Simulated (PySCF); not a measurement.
**Dipole response of Tl²⁺ (thallium, charge +2)**

[Xe] 4f14 5d10 6s1, 2S determinant. Computed with PySCF 2.14 in aug-cc-pVQZ-PP with ECP60MDF (7s7p5d3f2g, 92 functions), with a scalar-relativistic core potential. Coupled (time-dependent) response in atomic units; α is the mean over directions.

```json
{"method": "B97-3", "mean α (bohr³)": "12.42", "C₆ (like pair)": "76.69", "S(−4)": "57.19"}
```

S(−4) is the Cauchy moment in α(ω) = α(0) + S(−4) ω² + …

α(iu) at B97-3:

```
u (hartree)  α(iu) (bohr³)
          0          12.42
     0.0500          12.27
      0.100          11.88
      0.200          10.64
      0.300          9.278
      0.500          7.100
      0.750          5.378
       1.00          4.273
       1.50          2.917
       2.00          2.112
       3.00          1.228
       5.00         0.5423
```

A single London oscillator, α(iu) = α/(1 + u²/ω²), gives C₆ = (3/4) ω α². Matching the computed C₆ needs ω = 4 × 76.69 / (3 × 12.42²) = 0.663 hartree.

For an ion, C₆ is the dispersion term alone; charge-induced terms of lower order in 1/R come first.

Energies and moments cover only the electrons outside the core potential. Spin-orbit coupling, which splits the p, d and f shells strongly at this Z, is absent.
